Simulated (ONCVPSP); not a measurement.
hafnium: one change to an ONCV potential, before and after

* Element: hafnium (Hf)
* Generator: ONCVPSP 4.0.1
* Type: optimised norm-conserving Vanderbilt (ONCV)
* Functional: PBE
* Relativity: scalar-relativistic
* Frozen core: [Kr] 4d10 4f14
* Valence charge: 12
* Reference configuration: 5s2 5p6 5d2 6s1 (charge +1)
* Partial waves: 5s+6s: rc 1.95 bohr, ncon 5, nbas 9, qcut 5.7 1/bohr, 2 projectors; 5p: rc 2.00 bohr, ncon 3, nbas 7, qcut 6.5 1/bohr, 1 projector; 5d: rc 3.10 bohr, ncon 4, nbas 9, qcut 4.7 1/bohr, 2 projectors, debl 1.9 Ha
* Local potential: polynomial inside 1.45 bohr (lpopt 5, dvloc0 0 Ha)
* Core correction: Teter function, fcfact 3.75, rcfact 1.25

Change: s: rc 1.36; local potential polynomial inside 1.36 bohr (lpopt 5, dvloc0 0 Ha).

Cutoffs: the cutoffs (Ha) at which the residual kinetic energy of the hardest occupied pseudo-wave falls to 1 and 0.1 mHa per electron; they do not see the model core or the augmentation charge, which bear on the density cutoff. Errors are all-electron minus pseudo energies relative to the spin-unpolarised reference configuration.

Predict the effect on cutoff, ghosts and configuration errors.

The potential gets harder (14 Ha and 22 Ha → 104 Ha and 125 Ha); of the 4 tests that both files solve, the error grows in 1 and shrinks in 0 by more than 15 % and 0.3 meV (median size 28.8 → 29.5 meV); neither file shows a bound ghost. A smaller radius makes the pseudo-wave follow the all-electron one further in, where it bends more sharply, so more plane waves are needed.

| quantity | base | changed |
| --- | --- | --- |
| cutoff, loose | 14 Ha | 104 Ha |
| cutoff, tight | 22 Ha | 125 Ha |
| loose cutoff by channel | s 14 Ha, p 10 Ha, d 8.1 Ha | s 104 Ha, p 10 Ha, d 8.1 Ha |
| bound ghosts | none | none |
| GHOST(+) flags under 300 eV | s at 155.1 eV | s at 243.1 eV |
| error for 5s2 5p6 5d2 6s2, meV [ΔE -7.98 eV] | +6.4 | +7.2 |
| error for 5s2 5p6 5d2 6s0, meV [ΔE 14.18 eV] | +1.1 | +3.1 |
| error for 5s2 5p6 5d1 6s0, meV [ΔE 35.97 eV] | +51 | +52 |
| error for 5s2 5p6 5d2 6s0 6p2, meV [ΔE -0.11 eV] | +150 | +168 |
| p: phases at 2.03 bohr within 0.05 rad from the reference energy up to (Ha; the scan ends near 5) | 0.1 | 0.0 |
| d: phases at 3.14 bohr within 0.05 rad from the reference energy up to (Ha; the scan ends near 5) | 3.0 | 3.0 |
| rms error of d²Exc/dni dnj with the model core, mHa | 1.95 | 2.44 |
